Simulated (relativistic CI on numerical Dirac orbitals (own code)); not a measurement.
Input to a radial Dirac CI calculation:

```
atom Tb  Z=65  charge=63  electrons=2
nucleus A=159  rms_radius_fm=5.0600
hamiltonian dirac-coulomb  breit=on  qed=on  c_scale=1
orbitals kli  potential=per-configuration
slater_scale 0.9
correlation none
mixing on
configurations
  1s2
  1s 2p
  1p 2p
  1s 1p
end
```

How did the run end?

The self-consistent field of one configuration failed: SCF of 1p 2p ended with code -1.
